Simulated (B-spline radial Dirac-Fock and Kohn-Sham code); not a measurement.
# Photoelectron lines of Er⁴⁺ at 2180 eV

System: the Er⁴⁺ ion, 1s2 2s2 2p6 3s2 3p6 3d10 4s2 4p6 4d10 4f10 5s2 5p6.

Calculated with a B-spline atomic structure program, using independent-particle photoionisation in a Dirac-Hartree-Slater potential with a Latter tail, all multipoles, thresholds from Dirac-Fock ΔSCF. The asymmetry parameter β is from the dipole term alone. Kinetic energies are from the vacuum level. Open shells are spread statistically over j, without multiplet splitting.

```
subshell  electrons  binding (eV)  kinetic (eV)  σ (kb)     β
   3p1/2          2        2071.4         108.6    55.3  0.80
   3p3/2          4        1878.3         301.7     130  1.11
   3d3/2          4        1514.9         665.1     214  0.96
   3d5/2          6        1473.7         706.3       ?     ?
      4s          2         518.9        1661.1    12.7  1.95
   4p1/2          2         431.9        1748.1    15.4  1.68
   4p3/2          4         388.3        1791.7    32.1  1.70
   4d3/2          4         244.0        1936.0    30.9  1.37
   4d5/2          6         236.0        1944.0    43.8  1.35
   4f5/2       4.29         64.55        2115.5    5.59  1.03
   4f7/2       5.71         63.27        2116.7    7.08  1.01
      5s          2         110.3        2069.7    2.41  1.96
   5p1/2          2         82.30        2097.7    2.46  1.72
   5p3/2          4         75.79        2104.2    4.94  1.73
```

Task: What are σ and β for 3d5/2?

Result: σ = 305 kb, the largest of all subshells and 35 % of the total, and β = 1.02.
